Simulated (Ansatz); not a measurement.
Al12P10F6⁻. Charge -1, multiplicity 2. Geometry PBE-D4/def2-SVP, that of the neutral singlet; atoms count from 1.

```xyz
28

P    -3.6416   -1.4405   -0.8269
P     0.8239    1.4558    4.3370
P    -3.4079    1.6226    3.0065
P    -0.9997   -0.4773    1.4970
P     2.1773    0.1358    0.3707
P    -0.6668    0.5843   -2.1507
P    -0.1861    3.4360    0.6694
P    -0.0062   -3.5382   -0.4295
P     2.4760   -1.5637   -3.3813
P    -3.9565    2.1851   -0.3708
Al    1.3018    0.0568    2.5692
Al    0.8205   -1.8345    0.8481
Al   -3.4422    0.2257    0.9535
Al   -1.3603   -1.7322   -1.3785
Al   -2.9581    0.6228   -1.6931
Al   -1.2575    0.9547    3.3359
Al    0.7667    3.2195    2.7660
Al   -2.3691    2.7774    1.1870
Al    0.0674    1.1726   -0.0163
Al    3.4968   -0.8700   -1.3421
Al    0.2568   -0.8847   -3.7201
Al    1.7589   -2.9373   -1.7361
F     1.5113   -1.8058    2.6369
F    -0.9638   -2.2077   -3.1738
F     1.5064    4.6001    3.3792
F     5.1301   -0.4917   -1.3343
F    -0.1611   -0.6088   -5.3253
F     3.2830   -2.6567   -0.6779
```

Single mean-field runs in def2-SVP are fitted with def2-universal-jkfit.

Problem. Estimate the Mulliken populations from the PBE0/def2-SVP orbitals of Ansatz.

Solution. 
| atom | charge (e) | spin (α − β) |
| --- | --- | --- |
| P1 | -0.47 | -0.03 |
| P2 | -0.51 | -0.02 |
| P3 | -0.44 | -0.07 |
| P4 | -0.75 | -0.01 |
| P5 | -0.67 | 0.00 |
| P6 | -0.65 | -0.01 |
| P7 | -0.50 | -0.03 |
| P8 | -0.49 | 0.01 |
| P9 | -0.59 | 0.00 |
| P10 | -0.43 | 0.00 |
| Al11 | 0.52 | 0.06 |
| Al12 | 0.65 | 0.03 |
| Al13 | 0.38 | 0.13 |
| Al14 | 0.56 | 0.03 |
| Al15 | 0.40 | 0.26 |
| Al16 | 0.37 | 0.21 |
| Al17 | 0.78 | 0.07 |
| Al18 | 0.36 | 0.27 |
| Al19 | 0.48 | 0.05 |
| Al20 | 0.93 | 0.01 |
| Al21 | 0.96 | 0.00 |
| Al22 | 0.47 | 0.02 |
| F23 | -0.39 | 0.00 |
| F24 | -0.40 | 0.00 |
| F25 | -0.39 | 0.00 |
| F26 | -0.39 | 0.00 |
| F27 | -0.39 | 0.00 |
| F28 | -0.40 | 0.00 |
Mulliken values depend strongly on the basis.

Problem. Where does the spin sit?

Solution. Summed by element: P -0.15, Al 1.15, F 0.00, of 1 unpaired in all. Largest on single atoms: Al18 0.27, Al15 0.26, Al16 0.21.

Problem. And the Mayer bond orders between heavy atoms (over 0.3, the first 40 of 43)?

Solution. P1–Al13 0.78 (2.45 Å); P1–Al14 0.94 (2.37 Å); P1–Al15 0.92 (2.34 Å); P2–Al11 1.02 (2.30 Å); P2–Al16 0.84 (2.36 Å); P2–Al17 0.77 (2.36 Å); P3–Al13 0.73 (2.48 Å); P3–Al16 1.03 (2.28 Å); P3–Al18 0.83 (2.39 Å); P4–Al11 0.51 (2.59 Å); P4–Al12 0.55 (2.36 Å); P4–Al13 0.32 (2.60 Å); P4–Al16 0.54 (2.34 Å); P4–Al19 0.65 (2.48 Å); P5–Al11 0.68 (2.37 Å); P5–Al12 0.77 (2.44 Å); P5–Al19 0.58 (2.38 Å); P5–Al20 0.63 (2.38 Å); P6–Al14 0.72 (2.54 Å); P6–Al15 0.69 (2.34 Å); P6–Al19 0.76 (2.33 Å); P6–Al21 0.63 (2.34 Å); P7–Al17 0.87 (2.31 Å); P7–Al18 0.82 (2.34 Å); P7–Al19 0.89 (2.38 Å); P8–Al12 0.94 (2.28 Å); P8–Al14 0.67 (2.45 Å); P8–Al22 1.07 (2.28 Å); P9–Al20 0.79 (2.38 Å); P9–Al21 0.78 (2.35 Å); P9–Al22 1.19 (2.26 Å); P10–Al13 0.86 (2.42 Å); P10–Al15 0.94 (2.28 Å); P10–Al18 0.88 (2.30 Å); Al11–F23 0.54 (1.88 Å); Al12–F23 0.46 (1.92 Å); Al14–F24 0.49 (1.90 Å); Al17–F25 1.06 (1.68 Å); Al20–F26 1.07 (1.68 Å); Al20–F28 0.42 (1.92 Å).
